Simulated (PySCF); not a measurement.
## AsHF, doublet: computed properties

Method: UPBE0 in PySCF with As def2-TZVP, H def2-TZVP, F def2-TZVP; no relativity; density-fitted integrals.

The structure is a minimum.

| Item | Value |
| --- | --- |
| Point group | Cs |
| Bond lengths | As–F 1.747 Å, As–H 1.536 Å |
| Bond angles | F–As–H 94.2° |
| Enthalpy at 298.15 K above 0 K | 10.41 kJ/mol |
| Lowest empty level (β) | -2.99 eV |
| Principal quadrupole moments (Buckingham, traceless) about the centre of mass | -1.99, 0.61, 1.38 D Å |
| Principal polarisabilities | 23.0, 27.6, 31.4 bohr³ |
| Rotational symmetry number | 1 |
| Entropy at 298.15 K and 1 bar (electronic part: spin only) | 257.7 J/(mol K) |
| Spin squared ⟨S²⟩ | 0.755 |
| Rotational constants | 7.238, 0.3627, 0.3453 cm⁻¹ |
| Highest occupied level (α) | -6.74 eV |
| Heat capacity Cp at 298.15 K | 39.4 J/(mol K) |
| Zero-point energy | 21.9 kJ/mol |
| Dipole moment | 1.79 D |
| Atomisation energy without zero-point energy | 688 kJ/mol |

Harmonic modes (masses in u: As 74.922, H 1.008, F 18.998):
| symmetry | ω (cm⁻¹) | IR (km/mol) |
| --- | --- | --- |
| a' | 684 | 94.0 |
| a' | 831 | 9.0 |
| a' | 2155 | 147 |

Charges (e):
| atom | Mulliken | Löwdin | polar tensor | spin (Mulliken) | Mayer order to As1 |
| --- | --- | --- | --- | --- | --- |
| As1 | 0.30 | 0.28 | 0.69 | 1.00 | – |
| H2 | 0.05 | -0.05 | -0.13 | -0.04 | 0.96 |
| F3 | -0.35 | -0.23 | -0.56 | 0.04 | 0.93 |

Mulliken populations on As1: s 7.89, p 14.60, d 10.17, f 0.04.

Outer orbital energies (eV). α occupied: -17.74, -12.82, -12.35, -12.05, -8.93, -6.74; empty: -1.08, 0.79, 4.51, 5.39. β occupied: -16.98, -12.67, -11.88, -11.78, -8.62; empty: -2.99, -0.73, 1.09, 5.13.

Other isomers or separated fragments may lie lower.

The final relaxation and frequency run took 35 s on 2 threads of a shared Intel Xeon 6975P-C (Granite Rapids) host, with 85 basis functions and 14 gradients; the process peaked at 0.81 GiB. Launch command: `OMP_NUM_THREADS=2 python axn.py task.json out`.
